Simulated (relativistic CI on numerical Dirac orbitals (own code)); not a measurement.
**Hf³⁺: 4d photoemission**

Computed with this model: Dirac-Coulomb-Breit CI, KLI orbitals optimised for each configuration, model QED, valence Slater integrals scaled by 0.8, multiplet model of photoemission in the sudden approximation; configurations [Xe] 4f14 5d → [Kr] 4d9 4f14 5s2 5p6 5d; 300 K; Lorentzian 2.45 eV and Gaussian 0.6 eV FWHM. Energies are those of the free ion, without screening or charge transfer. The energies are binding energies and can lie tens of eV above those of solids. S is read from ⟨S²⟩ = S(S + 1).

Computed curve for free ion, scaled to 100 at the maximum (points under 2 are left out and the grid is thinned):

Energy (eV), Intensity and a bar:
```
    241.4        2.0 
    241.8        2.2 
    242.4        2.5 
    242.8        2.7 
    243.4        3.1 
    243.8        3.4 
    244.4        4.0 #
    244.8        4.5 #
    245.4        5.4 #
    245.8        6.2 #
    246.2        7.1 ##
    246.8        9.1 ##
    247.2       10.9 ###
    247.8       14.7 ####
    248.2       18.5 #####
    248.8       27.3 ########
    249.2       36.4 ###########
    249.6       49.4 ###############
    250.2       75.5 #######################
    250.6       92.2 ############################
    251.2       98.9 ##############################
    251.6       87.3 ##########################
    252.2       60.6 ##################
    252.6       45.2 #############
    253.2       29.6 #########
    253.6       23.1 #######
    254.0       18.6 #####
    254.6       14.1 ####
    255.0       12.2 ###
    255.6       10.3 ###
    256.0        9.5 ##
    256.6        8.9 ##
    257.0        8.9 ##
    257.6        9.4 ##
    258.0       10.2 ###
    258.4       11.4 ###
    259.0       14.4 ####
    259.4       17.7 #####
    260.0       25.7 #######
    260.4       34.2 ##########
    261.0       51.2 ###############
    261.4       61.1 ##################
    262.0       62.7 ###################
    262.4       54.6 ################
    262.8       43.6 #############
    263.4       29.8 #########
    263.8       23.8 #######
    264.4       17.6 #####
    264.8       14.3 ####
    265.4       10.3 ###
    265.8        8.3 ##
    266.2        6.9 ##
    266.8        5.4 #
    267.2        4.6 #
    267.8        3.8 #
    268.2        3.3 
    268.8        2.8 
    269.2        2.6 
    269.8        2.2 
    270.2        2.0
```

The ground state has S = 0.50, and the centroid lies at 255.37 eV.
